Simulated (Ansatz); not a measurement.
Geometry optimisation, RHF/cc-pVDZ (Ansatz).

The input (input.yaml):

```yaml
crystal:
  periodic: [false, false, false]
  atoms:
    - { symbol: Al, position_ang: [0.0, 0.0, 0.0] }
    - { symbol: O, position_ang: [0.0, 0.0, 1.78] }
    - { symbol: Si, position_ang: [-1.3147, -0.4067, 2.7436] }
    - { symbol: H, position_ang: [-2.239, -1.2403, 1.9804] }
    - { symbol: H, position_ang: [-0.8506, -1.1432, 3.9157] }
    - { symbol: H, position_ang: [-1.9987, 0.8095, 3.1733] }
    - { symbol: F, position_ang: [1.4635, 0.0, -0.845] }
    - { symbol: H, position_ang: [-1.351, 0.0, -0.78] }
basis:
  gaussian: { orbitals: cc-pVDZ }
hamiltonian:
  xc: hf
relax:
  f_tol: 0.02
  max_steps: 40
```

Command:

```bash
$ ansatz run input.yaml --threads 1 --pin off --max-ram 2048MiB --backend cpu --events-out ev --progress --plain --runs-dir out
```

Problem. Where does it end, and by what steps?

Solution. It converged. The force dipped under the threshold on the way, but the program's further checks kept it going. After 16 steps the energy has fallen by 0.303 eV; O2 moved furthest, 1.07 Å.

| step | energy less start (eV) | largest force component (eV/Å) | accepted |
| --- | --- | --- | --- |
| 0 | 0.0000 | 1.755 | yes |
| 1 | -0.1074 | 0.905 | yes |
| 2 | -0.1625 | 0.592 | yes |
| 3 | -0.2479 | 0.161 | yes |
| 4 | -0.2771 | 0.145 | yes |
| 5 | -0.2884 | 0.181 | yes |
| 6 | -0.2740 | 0.468 | no |
| 7 | -0.2948 | 0.114 | yes |
| 8 | -0.2987 | 0.099 | yes |
| 9 | -0.2836 | 0.385 | no |
| 10 | -0.3010 | 0.027 | yes |
| 11 | -0.3023 | 0.038 | yes |
| 12 | -0.3022 | 0.122 | no |
| 13 | -0.3027 | 0.014 | yes |
| 14 | -0.3028 | 0.028 | yes |
| 15 | -0.3027 | 0.032 | no |
| 16 | -0.3029 | 0.004 | yes |

```xyz
8
Properties=species:S:1:pos:R:3
Al -0.084 0.007 -0.209
O -0.905 -0.227 1.250
Si -1.404 -0.450 2.816
H -2.575 -1.363 2.834
H -0.309 -1.044 3.623
H -1.793 0.857 3.403
F 1.587 0.105 -0.163
H -0.808 0.134 -1.586
```

Run time: 38 s on 1 thread of Arm Neoverse V1 (shared host), peak memory 0.15 GiB.
